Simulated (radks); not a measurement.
Mg4+, configuration [He] 2s2 2p4. Calculated with a radial shooting solver on a logarithmic mesh with Libxc functionals: non-relativistic Kohn-Sham, TPSS, spin-polarised, spherical densities, point nucleus; open shells are filled with parallel spins first; meta-GGA in the generalised Kohn-Sham scheme.

X-ray form factor f0, the Fourier transform of the density (f0(0) = 8):

sin(theta)/lambda (1/angstrom),f0 (electrons)
0.05,7.947
0.1,7.793
0.15,7.546
0.2,7.220
0.25,6.832
0.3,6.402
0.4,5.485
0.5,4.595
0.6,3.811
0.8,2.668
1,2.014
1.25,1.603
1.5,1.393
2,1.126
